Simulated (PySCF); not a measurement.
**SMILES S(C=C=C)(=O)(=O)C(F)(F)F, C$_{4}$H$_{3}$F$_{3}$O$_{2}$S**

Molfile (atoms numbered from 1):
```
C4H3F3O2S
     RDKit          3D

 13 12  0  0  0  0  0  0  0  0999 V2000
    2.6983   -0.2840   -0.3497 C   0  0  0  0  0  0  0  0  0  0  0  0
    1.5934   -0.1031    0.3142 C   0  0  0  0  0  0  0  0  0  0  0  0
    0.4720    0.0999    0.9576 C   0  0  0  0  0  0  0  0  0  0  0  0
   -0.8487    0.9402    0.1255 S   0  0  0  0  0  6  0  0  0  0  0  0
   -0.3742    1.5129   -1.1206 O   0  0  0  0  0  0  0  0  0  0  0  0
   -1.6022    1.6902    1.1148 O   0  0  0  0  0  0  0  0  0  0  0  0
   -1.9446   -0.4890   -0.3606 C   0  0  0  0  0  0  0  0  0  0  0  0
   -2.2550   -1.1950    0.7155 F   0  0  0  0  0  0  0  0  0  0  0  0
   -1.3150   -1.2682   -1.2223 F   0  0  0  0  0  0  0  0  0  0  0  0
   -3.0425   -0.0123   -0.9093 F   0  0  0  0  0  0  0  0  0  0  0  0
    3.4783    0.4839   -0.3562 H   0  0  0  0  0  0  0  0  0  0  0  0
    2.8638   -1.2013   -0.9235 H   0  0  0  0  0  0  0  0  0  0  0  0
    0.2741   -0.1725    1.9983 H   0  0  0  0  0  0  0  0  0  0  0  0
  1  2  2  0
  2  3  2  0
  3  4  1  0
  4  5  2  0
  4  6  2  0
  4  7  1  0
  7  8  1  0
  7  9  1  0
  7 10  1  0
  1 11  1  0
  1 12  1  0
  3 13  1  0
M  END
```

Computed with quadratic response CAM-B3LYP/aug-cc-pVDZ first hyperpolarisability, Taylor convention, gas phase in PySCF. Geometry: PBE0-D3(BJ)/def2-SVP.

**Question.** Give the tensor of the second harmonic β(−2ω;ω,ω) at 1907 nm in the axes of these coordinates.

**Answer.** In au, Taylor convention; rows are the first index (the induced dipole):
|  | xx | yy | zz | xy | xz | yz |
| --- | --- | --- | --- | --- | --- | --- |
| x | -188.4 | -37.1 | -36.3 | +19.1 | +13.0 | -7.5 |
| y | +19.0 | -1.1 | +6.4 | -36.8 | -7.6 | -9.6 |
| z | +12.8 | -9.6 | -40.3 | -7.5 | -36.0 | +6.5 |

Norm of βᵢ = ⅓ Σⱼ (βᵢⱼⱼ + βⱼᵢⱼ + βⱼⱼᵢ): 265.1 au, hyper-Rayleigh value 99.4 au.
